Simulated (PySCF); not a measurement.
# Correlation energy of P (phosphorus, neutral)

[Ne] 3s1 3p3 3d1, high-spin 6D determinant (an excited configuration). Calculation: PySCF 2.14, in x2c-TZVPPall with one added diffuse shell each of s, p, d type (6s6p4d1f, 51 functions); scalar relativity by spin-free X2C-1e. Frozen: [Ne]; 5 electrons correlated.

```
  level  correlation energy (mhartree)
   CCSD                         -36.32
    (T)                          -0.53
CCSD(T)                         -36.85
```

Diagnostics: T1 = 0.0022, D1 = 0.0035, largest double amplitude 0.031.

The outer electron is Rydberg-like, and this basis confines it to a smaller radius and binds it less than a complete one would.

Cost of the coupled-cluster step: of the order of 0.5 core-seconds, for 5 correlated electrons.

Iterations:

```
CC2 = 0
CCSD nocc = (np.int64(5), np.int64(0)), nmo = (46, 46)
frozen orbitals [[0, 1, 2, 3, 4], [0, 1, 2, 3, 4]]
max_cycle = 100
direct = 0
conv_tol = 1e-08
conv_tol_normt = 1e-06
diis_space = 8
diis_start_cycle = 0
Init t2, MP2 energy = -0.0272536400935781
Init E_corr(UCCSD) = -0.0272536400989379
cycle = 1  E_corr(UCCSD) = -0.0338347589073003  dE = -0.00658111881  norm(t1,t2) = 0.0313822
cycle = 2  E_corr(UCCSD) = -0.0355871011229819  dE = -0.00175234222  norm(t1,t2) = 0.00960593
cycle = 3  E_corr(UCCSD) = -0.0363328172096011  dE = -0.000745716087  norm(t1,t2) = 0.00327451
cycle = 4  E_corr(UCCSD) = -0.036321536757277  dE = 1.12804523e-05  norm(t1,t2) = 0.000476664
cycle = 5  E_corr(UCCSD) = -0.0363226349866498  dE = -1.09822937e-06  norm(t1,t2) = 8.69902e-05
cycle = 6  E_corr(UCCSD) = -0.036322289898048  dE = 3.45088602e-07  norm(t1,t2) = 1.2718e-05
cycle = 7  E_corr(UCCSD) = -0.0363224749153649  dE = -1.85017317e-07  norm(t1,t2) = 1.86392e-06
cycle = 8  E_corr(UCCSD) = -0.0363224044142329  dE = 7.0501132e-08  norm(t1,t2) = 3.88955e-07
cycle = 9  E_corr(UCCSD) = -0.0363224152620303  dE = -1.08477974e-08  norm(t1,t2) = 1.01894e-07
cycle = 10  E_corr(UCCSD) = -0.0363224222848212  dE = -7.02279088e-09  norm(t1,t2) = 4.75244e-08
UCCSD converged
E(UCCSD) = -341.10618074821  E_corr = -0.03632242228482117
UCCSD(T) correction = -0.000528515861558846
```
